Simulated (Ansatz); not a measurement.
Program: Ansatz 0.2.0.

A structure relaxed at PBE0-D4/def2-TZVP, charge 0, multiplicity 1:

```xyz
11

F     0.2303   -0.5516   -2.8578
Si    0.5878    0.1353   -1.4536
C    -0.5412   -0.5074   -0.1331
Si   -0.2371    0.2035    1.5762
H     2.0027   -0.1923   -1.1496
H     0.4263    1.6003   -1.6250
H    -1.5774   -0.2932   -0.4175
H    -0.4373   -1.5967   -0.0777
H    -1.1919   -0.3750    2.5572
H    -0.4100    1.6803    1.5584
H     1.1478   -0.1031    2.0226
```

Problem. Give its formula and SMILES.

Solution. CH7FSi2, `F[SiH2]C[SiH3]`.

Problem. Point group (tolerance 0.08 Å, 0.16 Å for H)?

Solution. Cs.

Problem. Summarise the bond lengths by kind.

Solution. 1 × F–Si 1.604 Å; 2 × C–Si 1.852 to 1.876 Å; 5 × H–Si 1.484 to 1.487 Å; 2 × C–H 1.096 Å.
